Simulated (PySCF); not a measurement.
SMILES F[Si](F)F, doublet (PBE/def2-SVP optimised geometry):

```
4

F      1.063    -0.774     0.000
Si    -0.564    -0.774     0.000
F     -1.060    -1.458     1.390
F     -1.063     0.774     0.000
```

Method: unrestricted PBE/def2-TZVP run with PySCF 2.14.0.

Problem. What are the frontier orbital energies (α orbitals alone; a β orbital can be the lowest empty one) and the dipole moment?

Solution. HOMO-2 -10.63 eV, HOMO-1 -10.22 eV, HOMO -6.74 eV, LUMO -0.37 eV, LUMO+1 -0.37 eV; dipole moment 1.21 D.

On the same geometry PySCF 2.14.0 with unrestricted PBE0/def2-TZVP gives HOMO-2 -12.76 eV, HOMO-1 -12.34 eV, HOMO -8.19 eV, LUMO 0.48 eV, LUMO+1 0.48 eV; dipole moment 1.38 D.

Meta-Löwdin charges at PBE/def2-TZVP: F1 -0.45, Si2 1.34, F3 -0.45, F4 -0.45.
